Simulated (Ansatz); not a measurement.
Reaction (redistribution): `[Cl][GeH]` + `C[O][Zn][O][SiH3]` → `[SiH3][O][Ge][Cl]` + `C[O][ZnH]`

Isolated molecules relaxed with PBE0-D4/def2-TZVP in Ansatz; ΔE leaves out vibrations. CCSD(T)/CBS is the MP2 limit (def2-TZVPP, def2-QZVPP) plus CCSD(T) − MP2 in def2-TZVPP, frozen cores. DFT in def2-TZVPP. For Ge, Zn outer-core shells are correlated without core-valence functions, which leaves a few kJ/mol of doubt a bond. Scalar relativity is left out up to krypton. One conformer a species, not always the lowest.

CCSD(T)/CBS gives -74.3 kJ/mol.

(1) Another level gave -80.6 kJ/mol. Which?
A. B97M-V/def2-TZVPP
B. revPBE-D4/def2-TZVPP
C. r2SCAN0/def2-TZVPP
D. SCS-MP2/def2-TZVPP

Largest T1 diagnostic among the species: 0.017.

## Answers

(1) C. r2SCAN0 -80.6, B97M-V -85.1, SCS-MP2/def2-TZVPP -75.8, revPBE-D4 -91.5 kJ/mol.

The D4 term adds −7.7 kJ/mol with B3LYP and −4.0 kJ/mol with PBE0; it sums over pairs of atoms, weighted by their polarisabilities, and B3LYP, whose exchange is more repulsive, gets the larger term. In def2-TZVPP, CCSD(T) changes the Hartree–Fock value by −13.8 kJ/mol (the triples alone add −4.4 kJ/mol) and MP2 by −18.9 kJ/mol. From r2SCAN to r2SCAN0 (25 % exact exchange), in def2-TZVPP and without D4, ΔE moves by +5.6 kJ/mol.

B3LYP here is the variant with VWN-RPA as its local correlation; programs differ in this.
